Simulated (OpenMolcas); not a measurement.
Rh2+ (d7) among equal point charges was computed by CASSCF with the d shell active (OpenMolcas, ANO-RCC-VDZP on the metal). Its lowest spin-free states, and all those of the highest spin:

```tsv
2S+1	Degeneracy	E (cm-1)
4	2	0.0
4	1	1673
4	1	3979
2	1	7494
2	2	7650
2	1	9333
4	2	11376
4	1	13761
2	3	14226
2	1	16183
2	1	16327
2	2	18403
4	2	23675
4	1	39824
```

**Question.** Is the site octahedral, tetrahedral or cube-like, axial, or of lower symmetry?

**Answer.** The states with 2S+1 = 4 have orbital degeneracies 2, 1, 1, 2, 1, 2, 1. There are pairs but no triples, so the site is axial: not cubic, but with a proper or improper axis of order three or more. The run had Rh2+ among 5 point charges of -1.5 e arranged as a square pyramid (C4v), 1.88 Å from the ion, with the axial distance 2.294 Å.

An orbital doublet at a regular site is open to a Jahn-Teller distortion, which this geometry leaves out. Without dynamic correlation the repulsion within the d shell is too large (B by tens of per cent), so at a given field states of lower spin stand too high. This shell can be high or low spin here, a state of another spin lies low, and with metal d orbitals alone active their balance is uncertain, so the ground spin may be wrong. Point charges give a weaker field than real ligands, and real ions of this kind are as a rule low spin; the high spin found here belongs to the model. This is an electrostatic model: the charges have no orbitals. An unlabelled pair can be two single states that coincide in this model. A group larger than the point group allows holds several states that coincide in this model. No measured value stands beside these numbers.
